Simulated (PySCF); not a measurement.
**Computed properties of borazine (B3H6N3), SMILES N1BNBNB1**

borazine (B3H6N3), SMILES N1BNBNB1. Geometry: B3LYP-D3(BJ)/def2-SVP. The values are those of a single conformer. All values are computed for the isolated molecule unless a solvent is named; none is compared with measurement here.

**Structure.** The optimised structure has D3h symmetry. All 30 harmonic modes at B3LYP-D3(BJ)/def2-SVP (PySCF) are real, so it is a minimum. With heavy atoms numbered as in [BH:1]1[NH:2][BH:3][NH:4][BH:5][NH:6]1, the shortest bond between them is B1–N6 at 1.429 Å and the longest B1–N2 at 1.429 Å.

**Vibrations.** The strongest infrared lines (harmonic, unscaled, degenerate partners summed) lie at 1496 cm⁻¹ (1025 km/mol, B 44 %, N 43 %, H 13 %), 2598 cm⁻¹ (616 km/mol, H 91 %, B 9 %), 945 cm⁻¹ (182 km/mol, H 64 %, B 24 %, N 12 %). The softest mode is at 294 cm⁻¹ and the zero-point energy is 58.6 kcal/mol.

**Electronic structure.** PBE0/def2-TZVP (PySCF) places the frontier levels at -8.14 and 0.33 eV, a gap of 8.47 eV, and gives a dipole moment of 0.00 D and a mean polarisability of 59.9 bohr³.

**Excitations.** TDA-PBE0/def2-SVPD (PySCF) has S1 at 6.81 eV (182 nm, f = 0.000, dark); the most intense of the 10 singlets computed lies at 7.95 eV (f = 0.95). Strengths of degenerate partners are summed. T1 (TDA) is at 6.21 eV, 0.60 eV under S1. No vertical singlet excitation falls in the visible range (under 3.1 eV).

**NMR.** GIAO shifts at KT2/pcSseg-1 (PySCF) (non-relativistic, atoms alike by connectivity averaged): ¹H from 4.9 to 6.0 ppm against TMS; ¹¹B at 13.0 ppm against BF3.
